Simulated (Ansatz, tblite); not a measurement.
Cost and result up the ladder for the cluster As₂Se₃⁻ (the lowest doublet isomer of a short search) (5 atoms). The state is a doublet with charge -1. Geometry: PBE-D4/def2-SVPD.

```xyz
5

As   -0.9513    0.8520   -0.3998
As    1.1728   -0.6372    0.1037
Se    1.3115   -2.1336   -1.6179
Se   -0.5624    2.8635    0.6128
Se   -0.9705   -0.9447    1.3013
```

Ansatz on 4 threads of Arm Neoverse V2 on a shared host; xTB runs through tblite on one thread. Times are rough, summed over both states, and most runs start from the orbitals of an earlier one. PBE0-D4/def2-TZVPD serves as the yardstick here, not as an exact answer. The other state is a triplet.

The xTB rows come from tblite. The order of the spin states hangs on the level: the singlet lies 0.05 eV below the triplet at PBE-D4/def2-TZVPD, but 0.01 eV above it at r2SCAN-D4/def2-TZVPD. The singlet is doubtful at r2SCAN-D4/def2-TZVPD (restricted singlet with a triplet 0.01 eV lower at the same geometry). The structure comes from a short search, and lower isomers may exist.

Raw xTB energies of ions are shifted by several eV, and xTB has no spin-polarisation term.

```tsv
level	functions	wall time	vertical IE (eV)	difference from PBE0-D4/def2-TZVPD (eV)
GFN1-xTB	45	0.012 s	7.14	3.32
GFN2-xTB	45	0.014 s	8.56	4.74
PBE-D4/def2-TZVPD	279	28 s	3.60	-0.22
r2SCAN-D4/def2-TZVPD	279	63 s	3.76	-0.06
PBE0-D4/def2-TZVPD (with forces)	279	1.7 min	3.82	0.00
```
